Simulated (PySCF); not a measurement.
**Structure from NMR data**

The spectra below were simulated for a compound C₆H₈OSi.

1H NMR (600 MHz, computed): δ 6.02 (br s, 1H), 5.81 (br s, 1H), 5.81 (m, 1H), 3.80 (m, 1H), 3.74 (m, 1H), 0.58 (d, 3H).

13C{1H} NMR (computed): δ 178.7 (C), 158.6 (C), 134.5 (CH2), 33.7 (CH2), 6.6 (C), 1.3 (CH3).

PySCF 2.14.0 with density-fitted response routines calculation with NMR shieldings at PBE0/pcSseg-1/GIAO and GFN2-xTB geometry; a single conformation, in vacuum, equivalent nuclei averaged, non-relativistic.

Chemical shifts δ = σref − σ; TMS for 1H, 13C, all at this level.

Which of these isomers gave the spectra?
A. [SiH3]OC=C1C=CC=C1
B. C=C1CC(=C=O)[Si@@H]1C
C. O[SiH2]c1ccccc1
D. [SiH3]O[C@@]12C=C[C@H]3[C@@H]1[C@H]32
E. c1coc([SiH]2CC2)c1

Answers

B. 

1. Rings plus π bonds: 4 (1 ring in the answer).
2. 6 carbon signals for 6 carbons: no two carbons are equivalent.
3. Carbon types of the structure: 3 × C, 2 × CH2, 1 × CH3, leaving 1 H on heteroatoms.
4. δC 178.7: central carbon of a ketene.
5. δC 158.6: fully substituted alkene carbon; an sp2 carbon of a C=C bond.
6. δC 134.5: terminal =CH2 carbon; as expected for a trigonal carbon in a double bond.
7. δC 33.7: allylic sp3 CH2; a saturated carbon with 2 carbon neighbours and no heteroatom attached.
8. δH 6.02, 5.81: hydrogen on a terminal =CH2 carbon; attached to an sp2 carbon and in the plane of the double bond.

The others: O[SiH2]c1ccccc1 would give 4 carbon signals, not 6; [SiH3]O[C@@]12C=C[C@H]3[C@@H]1[C@H]32 would give 5 carbon signals, not 6; [SiH3]OC=C1C=CC=C1 has carbons computed at 158.5, 137.4, 134.7, 133.7, 130.0, 118.6, with a different DEPT pattern; c1coc([SiH]2CC2)c1 would give 5 carbon signals, not 6.

Shifts are as computed. Against solution values, carbons near 30 ppm lie about +3 ppm off and those near 130 ppm about +5 ppm. Of 1309 compounds with measured shifts, 239 miss one by over three times the rms of a fit or turn the order of signals round; such compounds aren't used in these exercises. No couplings were computed; multiplicities are counted from neighbouring protons, with m where these are inequivalent, close in shift, in a saturated or five-membered ring or joined by F or P, and br s for small geminal =CH2 splittings.
